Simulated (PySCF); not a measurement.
**`c1cc2nn[se]c2cn1`, C5H3N3Se**

Geometry:
| atom | x (Å) | y (Å) | z (Å) |
| --- | --- | --- | --- |
| C1 | -1.370 | -1.068 | 0.375 |
| C2 | -0.063 | -1.384 | 0.073 |
| C3 | 0.801 | -0.318 | -0.181 |
| N4 | 2.118 | -0.395 | -0.493 |
| N5 | 2.725 | 0.658 | -0.685 |
| Se6 | 1.683 | 2.191 | -0.503 |
| C7 | 0.296 | 1.012 | -0.119 |
| C8 | -1.050 | 1.191 | 0.197 |
| N9 | -1.844 | 0.176 | 0.434 |
| H10 | -2.098 | -1.840 | 0.585 |
| H11 | 0.295 | -2.399 | 0.032 |
| H12 | -1.492 | 2.177 | 0.259 |

Method used: PySCF, quadratic response BHandHLYP/def2-SVPD first hyperpolarisability, Taylor convention, gas phase. Geometry: GFN2-xTB.

The calculation is non-relativistic, which matters for the atoms heavier than Zn.

Question: Give the tensor of the second harmonic β(−2ω;ω,ω) at 1064 nm in the axes of these coordinates.

Answer: In au, Taylor convention; rows are the first index (the induced dipole):
```csv
,xx,yy,zz,xy,xz,yz
x,-11.6,-16.4,-23.8,-45.2,-8.4,-8.0
y,-43.1,-215.9,-79.7,-27.2,-9.3,+9.2
z,-8.1,+6.8,+28.8,-7.4,-21.8,-74.3
```
Norm of βᵢ = ⅓ Σⱼ (βᵢⱼⱼ + βⱼᵢⱼ + βⱼⱼᵢ): 342.6 au, hyper-Rayleigh value 126.9 au.
